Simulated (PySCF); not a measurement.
PySCF job for BH2O3, SMILES [O]B(O)O, multiplicity 2, IEF-PCM-M06-2X/def2-SVP. Geometry optimised at ωB97X-D3(BJ)/def2-SVP. The isomer is the one that the SMILES or the coordinates give; other isomers of the formula were not compared. One conformer was computed; it need not be the lowest.

```python
import numpy as np
from pyscf import gto, scf, dft
from pyscf.solvent import pcm

mol = gto.M(
    atom='''
    O     0.00000000   -0.00000008    1.43515231
    B     0.00000000    0.00000000    0.05532940
    O     0.00000000   -1.22675196   -0.54642212
    O     0.00000000    1.22675202   -0.54642198
    H     0.00000000   -1.21355647   -1.50755644
    H     0.00000000    1.21355664   -1.50755630
    ''',
    basis='def2-SVP',
    charge=0,
    spin=1,
    max_memory=1600,
    verbose=3,
)
mf = dft.UKS(mol, xc='m06-2x').density_fit(auxbasis='def2-universal-jkfit')
mf.grids.level = 4
mf.conv_tol = 1e-9
mf.max_cycle = 100
mf.kernel()
fine, coarse = mf.grids, dft.Grids(mol).set(level=1).build(with_non0tab=True)
for _ in range(3):  # follow internal instabilities
    mf.grids = coarse
    mo, _, stable, _ = mf.stability(return_status=True, nroots=4)
    mf.grids = fine
    if stable:
        break
    mf.kernel(mf.make_rdm1(mo, mf.mo_occ))
res = {}
for name, eps in {'water': 78.355, 'toluene': 2.3741, 'benzene': 2.2706}.items():
    s = mf.PCM()
    s.with_solvent.method, s.with_solvent.eps, s.with_solvent.lebedev_order = 'IEF-PCM', eps, 29
    s.kernel(mf.make_rdm1())
    res[name] = (s.e_tot, eps, s.dip_moment(), s.mo_energy, s.converged)
    print(f'{name}: electrostatic solvation free energy {(s.e_tot - mf.e_tot) * 627.509474:.3f} kcal/mol')
```

Program output:

```

WARN: HOMO -0.42800242033243 >= LUMO -0.428002420332431

converged SCF energy = -251.509111702527  <S^2> = 0.7524715  2S+1 = 2.00247
<class 'pyscf.df.df_jk.DFUKS'> wavefunction is stable in the internal stability analysis

WARN: PCM is an experimental feature. It is still in testing.
Features and APIs may be changed in the future.

converged SCF energy = -251.525589101884  <S^2> = 0.75236765  2S+1 = 2.0023663
Dipole moment(X, Y, Z, Debye):  0.00000,  0.00000, -4.88734
water: electrostatic solvation free energy -10.340 kcal/mol

WARN: PCM is an experimental feature. It is still in testing.
Features and APIs may be changed in the future.

converged SCF energy = -251.516478470039  <S^2> = 0.75242002  2S+1 = 2.0024186
Dipole moment(X, Y, Z, Debye):  0.00000,  0.00000, -4.46154
toluene: electrostatic solvation free energy -4.623 kcal/mol

WARN: PCM is an experimental feature. It is still in testing.
Features and APIs may be changed in the future.

converged SCF energy = -251.516156010942  <S^2> = 0.75242209  2S+1 = 2.0024206
Dipole moment(X, Y, Z, Debye):  0.00000,  0.00000, -4.44619
benzene: electrostatic solvation free energy -4.420 kcal/mol
```

The calculation finished and met its thresholds.

Cost: about 70 core-seconds (a rough figure).
